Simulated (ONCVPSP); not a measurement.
Reading a pseudo-wave (fluorine (F))

Columns: radius, all-electron u(r) and pseudo u(r) of the 1s shell (level -662.55 eV) of fluorine in the configuration 1s2 2s1.75 2p5.25; Wu-Cohen, scalar-relativistic, ONCV scheme, ONCVPSP 4.0.1.

```csv
r (bohr),all-electron,pseudo
0.068,1.9122,1.5997
0.135,2.1119,2.2198
0.202,1.7760,1.9391
0.270,1.3350,1.3873
0.338,0.9469,0.9503
0.405,0.6526,0.6521
0.473,0.4373,0.4370
0.540,0.2904,0.2902
0.608,0.1893,0.1892
0.675,0.1232,0.1231
0.742,0.0796,0.0795
0.810,0.0509,0.0508
0.878,0.0324,0.0323
0.945,0.0207,0.0206
1.013,0.0131,0.0130
1.080,0.0083,0.0083
1.148,0.0052,0.0052
1.215,0.0033,0.0033
1.283,0.0021,0.0021
1.350,0.0013,0.0013
1.418,0.0008,0.0008
1.485,0.0005,0.0005
1.553,0.0003,0.0003
1.620,0.0002,0.0002
1.688,0.0001,0.0001
1.755,0.0001,0.0001
```

**Question.** How many radial nodes do the two functions have?

**Answer.** The all-electron 1s function has n − l − 1 = 0; the pseudo-wave has 0.

**Question.** At about which radius was the pseudo-wave matched?

**Answer.** 0.40 bohr, where the columns begin to agree (steps of 0.07 bohr).

**Question.** Where does each function peak?

**Answer.** Outermost all-electron maximum near 0.14 bohr, pseudo maximum near 0.14 bohr (to the table’s step).

**Question.** Is the pseudo-wave norm-conserving?

**Answer.** Yes: the ONCV scheme keeps the norm inside the radius equal to the all-electron one, which fixes the energy derivative of the logarithmic derivative at the level.
